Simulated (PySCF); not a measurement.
PySCF input file for B(OH)2(SH) (BH3O2S), SMILES SB(O)O, B3LYP-D3(BJ)/def2-SVP. 

```python
import numpy as np
from pyscf import gto, scf, dft
from pyscf.geomopt import geometric_solver

mol = gto.M(
    atom='''
    B    -0.00838052   -0.45089628   -0.00000000
    O    -1.16603479   -1.14090183   -0.00000000
    H    -1.13763407   -2.09750708    0.00000001
    O     1.23818745   -0.98215652    0.00000000
    H     1.33020451   -1.93529103   -0.00000000
    S    -0.11985388    1.35691083    0.00000000
    H     1.18977293    1.56117294   -0.00000001
    ''',
    basis='def2-SVP',
    charge=0,
    spin=0,
    max_memory=1600,
    verbose=3,
)
mf = dft.RKS(mol, xc='b3lyp').density_fit(auxbasis='def2-universal-jkfit')
mf.disp = 'd3bj'
mf.grids.level = 3
mf.conv_tol = 1e-9
mf.max_cycle = 100
mf.kernel()
grad = mf.nuc_grad_method()
grad.grid_response = mol.nao <= 150
conv, mol_eq = geometric_solver.kernel(grad, convergence_set='GAU_TIGHT', maxsteps=100)
print(mol_eq.tostring(format='xyz'))
mf.reset(mol_eq)
mf.kernel()
```

Program output:

```
[...]
0 B     0.0001330187     0.0000472842    -0.0000000000
1 O    -0.0000815983    -0.0000218535     0.0000000000
2 H     0.0000092088     0.0000153738    -0.0000000000
3 O    -0.0000498733    -0.0000288852     0.0000000000
4 H     0.0000186610     0.0000318355    -0.0000000000
5 S    -0.0000261728    -0.0000550093    -0.0000000000
6 H    -0.0000032440     0.0000112544     0.0000000000
----------------------------------------------
cycle 9: E = -575.197084193  dE = -1.09616e-07  norm(grad) = 0.000189522
Step    8 : Displace = 2.380e-04/3.555e-04 (rms/max) Trust = 3.742e-02 (+) Grad = 7.163e-05/1.412e-04 (rms/max) E (change) = -575.1970841932 (-1.096e-07) Quality = 1.581
Hessian Eigenvalues: 1.39138e-03 2.30000e-02 2.30000e-02 ... 5.62978e-01 6.12314e-01 8.79017e-01

Geometry optimization cycle 10
Cartesian coordinates (Angstrom)
 Atom        New coordinates             dX        dY        dZ
   B   0.006657  -0.447054   0.000000    0.000613  0.000674  0.000000
   O  -1.175057  -1.128971   0.000000   -0.002542  0.005853  0.000000
   H  -1.102113  -2.090379   0.000000   -0.006661  0.005519 -0.000000
   O   1.250093  -1.012921  -0.000000   -0.001997 -0.004712 -0.000000
   H   1.266183  -1.977674   0.000000   -0.005828 -0.004740  0.000000
   S  -0.127096   1.378416  -0.000000    0.007791  0.001162 -0.000000
   H   1.207595   1.589914  -0.000000    0.008624 -0.003756  0.000000
converged SCF energy = -575.197084405985
--------------- DFRKS_Scanner gradients ---------------
         x                y                z
0 B     0.0003230170     0.0000681824    -0.0000000000
1 O    -0.0001598767    -0.0000194713     0.0000000001
2 H     0.0000136947     0.0000087186    -0.0000000001
3 O    -0.0001573935    -0.0000561194    -0.0000000000
4 H     0.0000392965     0.0000634102     0.0000000000
5 S    -0.0000751727    -0.0000858072    -0.0000000000
6 H     0.0000164347     0.0000210868     0.0000000000
----------------------------------------------
cycle 10: E = -575.197084406  dE = -2.12787e-07  norm(grad) = 0.000427092
Step    9 : Displace = 3.047e-04/4.830e-04 (rms/max) Trust = 5.292e-02 (+) Grad = 1.614e-04/3.301e-04 (rms/max) E (change) = -575.1970844060 (-2.128e-07) Quality = 1.541
Hessian Eigenvalues: 5.38584e-04 2.30000e-02 2.30000e-02 ... 5.63009e-01 6.42841e-01 9.47492e-01

Geometry optimization cycle 11
Cartesian coordinates (Angstrom)
 Atom        New coordinates             dX        dY        dZ
   B   0.007718  -0.445556   0.000000    0.001062  0.001498  0.000000
   O  -1.180381  -1.116628   0.000000   -0.005324  0.012343  0.000000
   H  -1.116133  -2.078673  -0.000000   -0.014020  0.011705 -0.000000
   O   1.245747  -1.022659  -0.000000   -0.004345 -0.009738 -0.000000
   H   1.253487  -1.987459   0.000000   -0.012696 -0.009785  0.000000
   S  -0.110317   1.380978  -0.000000    0.016779  0.002563 -0.000000
   H   1.226141   1.581328  -0.000000    0.018546 -0.008586  0.000000
converged SCF energy = -575.197084844422
--------------- DFRKS_Scanner gradients ---------------
         x                y                z
0 B     0.0005782894     0.0000730434    -0.0000000001
1 O    -0.0002643057    -0.0000171366     0.0000000002
2 H     0.0000169721    -0.0000031754    -0.0000000002
3 O    -0.0002989159    -0.0000843665    -0.0000000000
4 H     0.0000645122     0.0001057502     0.0000000000
5 S    -0.0001341011    -0.0001052146    -0.0000000001
6 H     0.0000375490     0.0000310995     0.0000000000
----------------------------------------------
cycle 11: E = -575.197084844  dE = -4.38437e-07  norm(grad) = 0.00074394
Step   10 : Displace = 3.535e-04/5.611e-04 (rms/max) Trust = 7.483e-02 (+) Grad = 2.812e-04/5.829e-04 (rms/max) E (change) = -575.1970848444 (-4.384e-07) Quality = 1.629
Hessian Eigenvalues: 2.02802e-04 2.30000e-02 2.30000e-02 ... 5.62712e-01 6.58259e-01 9.77799e-01

Geometry optimization cycle 12
Cartesian coordinates (Angstrom)
 Atom        New coordinates             dX        dY        dZ
   B   0.010197  -0.441467   0.000000    0.002479  0.004089  0.000000
   O  -1.194004  -1.083730   0.000000   -0.013623  0.032898  0.000000
   H  -1.152744  -2.047060  -0.000000   -0.036611  0.031614 -0.000000
   O   1.233684  -1.048025  -0.000000   -0.012063 -0.025366 -0.000000
   H   1.218868  -2.012656   0.000000   -0.034618 -0.025197  0.000000
   S  -0.065261   1.387326  -0.000000    0.045056  0.006348 -0.000000
   H   1.275521   1.556943  -0.000000    0.049380 -0.024385  0.000000
converged SCF energy = -575.197085735645
--------------- DFRKS_Scanner gradients ---------------
         x                y                z
0 B     0.0009783100     0.0000391743    -0.0000000001
1 O    -0.0004194409    -0.0000040941     0.0000000005
2 H     0.0000227622    -0.0000188834    -0.0000000003
3 O    -0.0005344757    -0.0001125824    -0.0000000001
4 H     0.0001049893     0.0001696939     0.0000000001
5 S    -0.0002243431    -0.0001144815    -0.0000000002
6 H     0.0000721982     0.0000411732     0.0000000001
----------------------------------------------
cycle 12: E = -575.197085736  dE = -8.91223e-07  norm(grad) = 0.00124256
Step   11 : Displace = 4.932e-04/7.877e-04 (rms/max) Trust = 1.058e-01 (+) Grad = 4.696e-04/9.791e-04 (rms/max) E (change) = -575.1970857356 (-8.912e-07) Quality = 1.238
Hessian Eigenvalues: 2.02565e-04 2.30000e-02 2.30000e-02 ... 5.62496e-01 6.62202e-01 9.05754e-01

Geometry optimization cycle 13
Cartesian coordinates (Angstrom)
 Atom        New coordinates             dX        dY        dZ
   B   0.010795  -0.439734   0.000000    0.000598  0.001734 -0.000000
   O  -1.199075  -1.071049   0.000000   -0.005072  0.012680  0.000000
   H  -1.166640  -2.034716  -0.000000   -0.013896  0.012344 -0.000000
   O   1.228790  -1.057446  -0.000000   -0.004894 -0.009421 -0.000000
   H   1.204874  -2.021926   0.000000   -0.013995 -0.009271  0.000000
   S  -0.047409   1.389757  -0.000000    0.017852  0.002431 -0.000000
   H   1.294928   1.546445  -0.000000    0.019407 -0.010498  0.000000
converged SCF energy = -575.197086566316
--------------- DFRKS_Scanner gradients ---------------
         x                y                z
0 B     0.0008536504     0.0000103838    -0.0000000001
1 O    -0.0003591425     0.0000024816     0.0000000005
2 H     0.0000177032    -0.0000231299    -0.0000000004
3 O    -0.0004745879    -0.0000858032    -0.0000000001
4 H     0.0000914944     0.0001426245     0.0000000002
5 S    -0.0001948666    -0.0000797981    -0.0000000002
6 H     0.0000657491     0.0000332413     0.0000000001
----------------------------------------------
cycle 13: E = -575.197086566  dE = -8.30671e-07  norm(grad) = 0.00108155
Step   12 : Displace = 2.446e-04/3.653e-04 (rms/max) Trust = 1.497e-01 (+) Grad = 4.088e-04/8.537e-04 (rms/max) E (change) = -575.1970865663 (-8.307e-07) Quality = 1.718
Hessian Eigenvalues: 2.48070e-04 2.30000e-02 2.30000e-02 ... 5.46840e-01 5.66697e-01 6.85709e-01

Geometry optimization cycle 14
Cartesian coordinates (Angstrom)
 Atom        New coordinates             dX        dY        dZ
   B   0.010636  -0.437129   0.000000   -0.000159  0.002604 -0.000000
   O  -1.205311  -1.055347   0.000000   -0.006236  0.015703 -0.000000
   H  -1.183760  -2.019276  -0.000000   -0.017120  0.015439  0.000000
   O   1.222400  -1.068458  -0.000000   -0.006390 -0.011012  0.000000
   H   1.186086  -2.032749   0.000000   -0.018787 -0.010822 -0.000000
   S  -0.024016   1.393153  -0.000000    0.023393  0.003396  0.000000
   H   1.320227   1.531137  -0.000000    0.025299 -0.015308 -0.000000
converged SCF energy = -575.197087880223
--------------- DFRKS_Scanner gradients ---------------
         x                y                z
0 B    -0.0000068455    -0.0000386232    -0.0000000000
1 O     0.0000246416     0.0000042108     0.0000000003
2 H    -0.0000050466    -0.0000066746    -0.0000000002
3 O    -0.0000164955     0.0000189624    -0.0000000002
4 H    -0.0000018154    -0.0000073022     0.0000000002
5 S     0.0000000484     0.0000315494    -0.0000000001
6 H     0.0000055130    -0.0000021225     0.0000000001
----------------------------------------------
cycle 14: E = -575.19708788  dE = -1.31391e-06  norm(grad) = 6.2866e-05
Step   13 : Displace = 1.358e-03/2.096e-03 (rms/max) Trust = 2.117e-01 (+) Grad = 2.376e-05/3.923e-05 (rms/max) E (change) = -575.1970878802 (-1.314e-06) Quality = 0.950
Hessian Eigenvalues: 2.60573e-04 2.30000e-02 2.30000e-02 ... 5.46937e-01 5.66661e-01 6.87811e-01

Geometry optimization cycle 15
Cartesian coordinates (Angstrom)
 Atom        New coordinates             dX        dY        dZ
   B   0.010449  -0.437570   0.000000   -0.000187 -0.000440 -0.000000
   O  -1.204010  -1.058754   0.000000    0.001301 -0.003408 -0.000000
   H  -1.180040  -2.022623  -0.000000    0.003719 -0.003347  0.000000
   O   1.223760  -1.065954  -0.000000    0.001360  0.002503  0.000000
   H   1.189822  -2.030327   0.000000    0.003736  0.002422 -0.000000
   S  -0.028796   1.392562  -0.000000   -0.004780 -0.000590  0.000000
   H   1.315079   1.533997  -0.000000   -0.005148  0.002860 -0.000000
converged SCF energy = -575.197087891597
--------------- DFRKS_Scanner gradients ---------------
         x                y                z
0 B    -0.0000000739    -0.0000109554    -0.0000000000
1 O     0.0000072395     0.0000012137     0.0000000002
2 H    -0.0000016105    -0.0000014089    -0.0000000002
3 O    -0.0000059680     0.0000059429    -0.0000000001
4 H     0.0000004232    -0.0000039103     0.0000000001
5 S    -0.0000008564     0.0000094740    -0.0000000001
6 H     0.0000008461    -0.0000003560     0.0000000001
----------------------------------------------
cycle 15: E = -575.197087892  dE = -1.13737e-08  norm(grad) = 1.88739e-05
Step   14 : Displace = 5.713e-05/7.729e-05 (rms/max) Trust = 2.993e-01 (+) Grad = 7.134e-06/1.096e-05 (rms/max) E (change) = -575.1970878916 (-1.137e-08) Quality = 0.919
Hessian Eigenvalues: 3.26530e-04 2.30000e-02 2.30000e-02 ... 5.46190e-01 5.66581e-01 6.72866e-01

Geometry optimization cycle 16
Cartesian coordinates (Angstrom)
 Atom        New coordinates             dX        dY        dZ
   B   0.010491  -0.437496   0.000000    0.000043  0.000073  0.000000
   O  -1.204226  -1.058194   0.000000   -0.000216  0.000561 -0.000000
   H  -1.180617  -2.022070  -0.000000   -0.000577  0.000553  0.000000
   O   1.223552  -1.066374  -0.000000   -0.000208 -0.000420  0.000000
   H   1.189219  -2.030730   0.000000   -0.000603 -0.000403 -0.000000
   S  -0.028042   1.392631  -0.000000    0.000754  0.000069  0.000000
   H   1.315884   1.533564  -0.000000    0.000806 -0.000432 -0.000000
converged SCF energy = -575.197087892256
--------------- DFRKS_Scanner gradients ---------------
         x                y                z
0 B     0.0000051779    -0.0000037447    -0.0000000000
1 O     0.0000000276     0.0000005620     0.0000000002
2 H    -0.0000000028    -0.0000002747    -0.0000000002
3 O    -0.0000046534     0.0000009189    -0.0000000001
4 H     0.0000001492     0.0000006015     0.0000000001
5 S    -0.0000011316     0.0000020532    -0.0000000001
6 H     0.0000004332    -0.0000001162     0.0000000000
----------------------------------------------
cycle 16: E = -575.197087892  dE = -6.58815e-10  norm(grad) = 8.35497e-06
Step   15 : Displace = 1.402e-05/1.829e-05 (rms/max) Trust = 3.000e-01 (+) Grad = 3.158e-06/6.390e-06 (rms/max) E (change) = -575.1970878923 (-6.588e-10) Quality = 1.104
Hessian Eigenvalues: 3.26530e-04 2.30000e-02 2.30000e-02 ... 5.46190e-01 5.66581e-01 6.72866e-01
Converged! =D

7
XYZ from PySCF
B           0.01049145       -0.43749628        0.00000000
O          -1.20422586       -1.05819357        0.00000002
H          -1.18061706       -2.02207045       -0.00000001
O           1.22355172       -1.06637430       -0.00000001
H           1.18921929       -2.03072985        0.00000001
S          -0.02804233        1.39263101       -0.00000001
H           1.31588441        1.53356448       -0.00000000
converged SCF energy = -575.197087892247
```

The calculation finished and met its thresholds.

Cost: roughly 50 core-seconds.
